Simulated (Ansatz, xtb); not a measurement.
Two isomers of C4H5ClN2

Structure I: `Cn1cnc(Cl)c1`, a singlet. Structure II: `Cn1cncc1Cl`, a singlet. Both are isolated molecules in the gas phase, relaxed with B3LYP/def2-SVP.

Quicker runs give these differences E(II) − E(I): GFN2-xTB −0.21 kcal/mol; HF/STO-3G +1.26 kcal/mol (at GFN2-xTB geometries); r2SCAN-D4/def2-SVP +0.29 kcal/mol (at GFN2-xTB geometries).

Q: Estimate E(II) − E(I) at the level CCSD(T)/def2-SVP + ΔMP2/def2-TZVPP.

A: Not settled: CCSD(T)/def2-SVP + ΔMP2/def2-TZVPP gives E(II) − E(I) = +1.03 kcal/mol, but this leans on the basis-set step: CCSD(T) alone gives +0.90 kcal/mol.

How the difference moves with the method:

```json
{"level": "GFN2-xTB", "geometry": "GFN2-xTB", "E(II) − E(I) (kcal/mol)": "−0.21", "departure from the last row (kcal/mol)": "−1.24", "job, with rough time for the two": "optimisation, 0.25 s"}
{"level": "HF/STO-3G", "geometry": "GFN2-xTB", "E(II) − E(I) (kcal/mol)": "+1.26", "departure from the last row (kcal/mol)": "+0.23", "job, with rough time for the two": "single point, 2 s"}
{"level": "r2SCAN-D4/def2-SVP", "geometry": "GFN2-xTB", "E(II) − E(I) (kcal/mol)": "+0.29", "departure from the last row (kcal/mol)": "−0.75", "job, with rough time for the two": "single point, 5.8 s"}
{"level": "B3LYP/def2-SVP", "geometry": "B3LYP/def2-SVP", "E(II) − E(I) (kcal/mol)": "+1.44", "departure from the last row (kcal/mol)": "+0.41", "job, with rough time for the two": "optimisation, 3.9 min"}
{"level": "HF/def2-SVP", "geometry": "B3LYP/def2-SVP", "E(II) − E(I) (kcal/mol)": "+1.47", "departure from the last row (kcal/mol)": "+0.44", "job, with rough time for the two": "part of the CCSD(T) run"}
{"level": "MP2/def2-SVP", "geometry": "B3LYP/def2-SVP", "E(II) − E(I) (kcal/mol)": "+0.97", "departure from the last row (kcal/mol)": "−0.06", "job, with rough time for the two": "part of the CCSD(T) run"}
{"level": "CCSD(T)/def2-SVP", "geometry": "B3LYP/def2-SVP", "E(II) − E(I) (kcal/mol)": "+0.90", "departure from the last row (kcal/mol)": "−0.13", "job, with rough time for the two": "single point"}
{"level": "CCSD(T)/def2-SVP + ΔMP2/def2-TZVPP", "geometry": "B3LYP/def2-SVP", "E(II) − E(I) (kcal/mol)": "+1.03", "departure from the last row (kcal/mol)": "", "job, with rough time for the two": "single point, 1.8 min"}
```

As drawn, both hold the same kinds of bond in the same numbers.

GFN2-xTB, r2SCAN-D4/def2-SVP find them nearly level. The largest departure from CCSD(T)/def2-SVP + ΔMP2/def2-TZVPP is that of GFN2-xTB, 1.24 kcal/mol. The last row adds to CCSD(T) the change of the MP2 difference between the two basis sets, here +0.13 kcal/mol.

With thermal terms from frequencies at re-optimised GFN2-xTB minima (ideal gas, soft modes damped towards free rotors, one conformer each, 298.15 K, 1 atm): on the last row, ΔE + ΔZPE = +1.08, ΔH = +1.07, ΔG = +1.08 kcal/mol.

The correlated steps freeze 11 core orbitals. Codes used: Ansatz 0.2.0, xtb 6.7.1; the last row on 2 threads of Intel(R) Xeon(R) Processor @ 2.70GHz on a shared host.
